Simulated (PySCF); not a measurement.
## Working out the ionisation energy of Cr

Cr [Ar] 3d5 4s1 (7S) → Cr⁺ [Ar] 3d5 (6S). Computed with PySCF 2.14 in def2-QZVPPD, with no relativity, point nucleus. Frozen: [Ne]. Energies in hartree (1 hartree = 27.21139 eV):

```tsv
part	Cr (lower)	Cr⁺ (upper)
UHF	-1043.355848	-1043.138807
MP2 opposite-spin	-0.256508	-0.250254
MP2 same-spin	-0.180012	-0.159630
```

Q: What does Hartree-Fock give?

A: (-1043.138807) − (-1043.355848) = 0.217041 hartree = 5.906 eV.

Q: What do MP2 and SCS-MP2 (6/5 opposite-spin, 1/3 same-spin) give?

A: The opposite-spin parts differ by 0.170 eV and the same-spin parts by 0.555 eV. MP2: 5.906 + (0.170) + (0.555) = 6.631 eV. SCS-MP2: 5.906 + 1.2 × (0.170) + (0.555)/3 = 6.295 eV.

Measured between the centres of the two terms (NIST): 6.767 eV, so MP2 (valence and next inner shell) is off by -0.136 eV.

The calculation is non-relativistic.

What remains against the reference includes basis incompleteness, the frozen core and correlation beyond second order.
